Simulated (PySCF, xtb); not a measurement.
CH₆OSSiTe, SMILES [SiH3]O[Te]SC.

GFN2-xTB run with xtb 6.7.1 at its own geometry gives an orbital gap of 3.37 eV and a dipole moment of 1.29 D.

The structure is a stationary point at r2SCAN-D4/def2-SVP. This is a generated structure with no PubChem entry under its InChIKey; it may be hypothetical. The def2 effective core potentials stand for the cores of Te; spin–orbit coupling is left out. The values are those of a single conformer.

Task: What does PBE/def2-TZVP in PySCF give? (The exact figures need the calculation; the answer reports its results.)

Result: gap 2.63 eV (levels -5.36 and -2.73 eV), dipole 1.79 D.
